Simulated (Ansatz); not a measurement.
This triplet lies 0.64 eV below the relaxed singlet at the level B3LYP/cc-pVTZ // PBE0-D3(BJ)/def2-TZVP (Ansatz, a first-principles code).

A geometry relaxed with PBE0-D3(BJ)/def2-TZVP in Ansatz, charge 0, multiplicity 3:

```xyz
8

H     -2.3117    -0.3725     1.1167
H      3.6824    -0.7925     0.1751
Si    -1.6065     0.3487     0.0260
H     -1.8003     1.8113     0.2005
C      1.4113    -0.3094     0.1110
C      0.1565    -0.0418     0.0781
C      2.6411    -0.5760     0.1410
H     -2.1728    -0.0679    -1.2827
```

Problem. Write the SMILES of this molecule.

Solution. `C#C[C][SiH3]`
